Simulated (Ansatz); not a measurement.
Cl2Ge (SMILES [Cl][Ge][Cl]) moved off its minimum; all values from Ansatz (a quantum-chemistry and plane-wave program), cores frozen in correlated methods.
(charge 0, multiplicity 1)
```xyz
3

Ge     0.07778     0.04059     0.65019
Cl     1.11126     1.30563    -0.67445
Cl    -1.12911    -1.32143    -0.68378
```

Task: Give the forces (eV/Å), the total energy and the dipole at CCSD(T)/def2-TZVPPD.

Result: 
```
atom      Fx      Fy      Fz
----  ------  ------  ------
Ge1   -1.040  -1.252   0.800
Cl2    0.606   0.753  -1.048
Cl3    0.434   0.499   0.248
```
Energy -2995.0108 hartree, dipole 1.93 D.
